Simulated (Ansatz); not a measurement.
Consider the homolysis of the Al–S bond: `[NH2][Al]([SH])[O][SiH3]` → `[NH2][Al][O][SiH3]`• + `[SH]`•.

Gas-phase electronic energies from Ansatz, PBE0-D4/def2-TZVP geometries. CBS: MP2 limit from def2 TZ/QZ plus the TZ coupled-cluster correction, frozen cores. This one scheme is used for every species. Functionals use def2-TZVPP. B3LYP here is the variant with VWN-RPA as its local correlation; programs differ in this. No spin–orbit coupling; open shells (•) take unrestricted orbitals. One conformer a species, not always the lowest.

```csv
level,ΔE (kcal/mol),difference from CCSD(T)/CBS
revPBE-D4,92.7,-6.9
r2SCAN-D4,95.3,-4.3
B97M-V,100.1,0.5
CAM-B3LYP-D4,95.3,-4.3
ωB97M-V,101.0,1.4
revPBE,89.4,-10.2
B3LYP,91.8,-7.8
BHLYP,92.1,-7.5
CAM-B3LYP,93.7,-5.9
MP2/CBS(def2),102.3,2.7
CCSD(T)/CBS,99.6,0
```

Largest T1 diagnostic among the species: 0.014.

The D4 term adds +2.6 kcal/mol with B3LYP and +1.5 kcal/mol with PBE0; it sums over pairs of atoms, weighted by their polarisabilities, and B3LYP, whose exchange is more repulsive, gets the larger term. At CCSD(T), def2-SVP lies −7.6 kcal/mol from the extrapolated value and def2-TZVPP −3.4 kcal/mol: correlation converges slowly with the basis, and small sets miss more of it in the bonded molecule than in its fragments.
